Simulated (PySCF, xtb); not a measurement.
HS2, SMILES [S]S (connectivity only; charge and spin as stated), charge -1, multiplicity 1.

Harmonic wavenumbers (cm⁻¹) from GFN2-xTB run with xtb 6.7.1 at its own minimum, in rising order: 505, 751, 2190.

**Question.** What does B3LYP-D3(BJ)/def2-TZVPD in PySCF 2.14.0 give at its own minimum? (An estimate is asked for; the answer gives what the named calculation found.)

**Answer.** 462, 824, 2536. Paired by order, the mean absolute difference is 154 cm⁻¹ and the zero-point energies are 4.9 and 5.5 kcal/mol.
